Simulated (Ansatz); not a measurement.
[Si4]4- (Si₄⁴⁻), relaxed as a singlet with RKS r2SCAN-D4/def2-TZVPD in Ansatz, starting from the GFN2-xTB geometry. Force threshold 0.02 eV/Å.

A multiply charged anion in the gas phase is held together partly by the finite basis. The restricted singlet is unstable towards broken spin symmetry at other levels; at r2SCAN-D4/def2-TZVPD this wasn't settled. The highest occupied level of the charge -4 singlet lies above zero (up to 11.11 eV). The electron is either unbound and held by the finite basis, or the level is raised by self-interaction error.

Start:

```xyz
4

Si    0.314   -1.134   -0.204
Si   -0.330    0.503   -0.976
Si   -0.869    0.045    0.747
Si    0.885    0.587    0.433
```

| step | energy (eV) | largest force component (eV/Å) | SCF passes |
| --- | --- | --- | --- |
| 1 | -31478.0283 | 21.597 | 25 |
| 2 | -31486.9276 | 5.558 | 34 |
| 3 | -31488.5017 | 0.097 | 32 |
| 4 | -31488.5021 | 0.032 | 25 |
| 5 | -31488.5022 | 0.001 | 16 |

Force components are those of the run's own axes.

End:

```
atom   x (Å)   y (Å)   z (Å)
 Si1   0.395  -1.426  -0.256
 Si2  -0.429   0.640  -1.289
 Si3  -1.138   0.037   0.980
 Si4   1.172   0.750   0.566
```

By distances, no bond broke or formed. The bond that changes most is Si2–Si4, from 1.86 to 2.45 Å (atoms count from 1).

No frequencies were taken in this run, so the end may be a saddle point.

Run time 42 s (4 threads of Intel Xeon on a shared host).
